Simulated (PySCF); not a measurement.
# TlBr, HF: how much the basis matters

PySCF, RHF reference; singlet, unpaired electrons none; De to Tl + Br without counterpoise correction.

```tsv
basis	relativity	functions	Re (Å)	ωe (cm⁻¹)	De (eV)	μ (D)
cc-pVDZ-PP	scalar-relativistic core potentials	46	2.708	180	2.85	-5.51
def2-SVP	scalar-relativistic core potentials	58	2.706	186	2.88	-5.21
x2c-TZVPPall	spin-free X2C	131	2.682	181	2.91	-5.18
```

(1) How does each smaller set differ from the one with most functions, x2c-TZVPPall?

A positive dipole means Tl(−)Br(+). Measured (Huber and Herzberg, Constants of Diatomic Molecules (1979)): Re = 2.618191 Å, ωe = 192.1 cm⁻¹. Spin–orbit coupling is left out, which matters for elements this heavy, above all for dissociation energies. Where the molecule has an RHF reference, its open-shell atoms are computed with UHF. Hartree–Fock leaves out correlation, which carries a large part of most bond energies and some tenths to 1 eV of ionisation energies.

Answers

(1) cc-pVDZ-PP: +2.6 pm, -0.6 % in ωe, -0.06 eV in De; def2-SVP: +2.4 pm, +2.8 % in ωe, -0.03 eV in De. All at HF; the set with most functions is neither the basis-set limit nor always the best. The rows treat relativity differently, so the differences are not basis effects alone.
